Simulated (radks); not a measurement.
The numbers below are computed, except where a source is named.
Fe3+, configuration [Ne] 3s2 3p5 3d5 4s1 (not the ground configuration). Level of theory: non-relativistic Kohn-Sham, PBE, spin-polarised, spherical densities, point nucleus; open shells are filled with parallel spins first (a radial shooting solver on a logarithmic mesh with Libxc functionals).

Local quantities along the radius. ELF = 1/(1 + alpha^2) is the electron localisation function; alpha = (tau - tau_W)/tau_unif compares the Pauli kinetic energy density with that of the uniform gas (summed over spins).

r (bohr)    ELF    alpha
0.003256  1.000  0.01557
0.004207  1.000  0.01664
0.005477  1.000  0.01819
0.007075  1.000  0.02036
0.009213  0.999  0.02367
0.0119    0.999  0.02864
0.0155    0.999  0.03698
0.02002   0.997  0.05101
0.02607   0.994  0.07836
0.03367   0.983   0.1335
0.04384   0.935   0.2645
0.05664   0.755   0.5701
0.07375   0.411    1.197
0.09526   0.274    1.628
0.124     0.431    1.149
0.1602    0.709   0.6402
0.2086    0.824   0.4617
0.2695    0.741   0.5914
0.3509    0.325    1.443
0.4533    0.219    1.890
0.5856    0.594   0.8273
0.7625    0.788   0.5191
0.985     0.729   0.6101
1.283     0.460    1.084
1.657     0.241    1.773
2.157     0.337    1.401
2.787     0.628   0.7700
3.629     0.783   0.5272
4.687     0.739   0.5945
6.104     0.378    1.282

On this mesh the ELF has minima near r = 0.095, 0.40, 1.7 bohr, which separate the shells, and maxima near 0.21 (0.82), 0.76 (0.79), 4.1 (0.79).
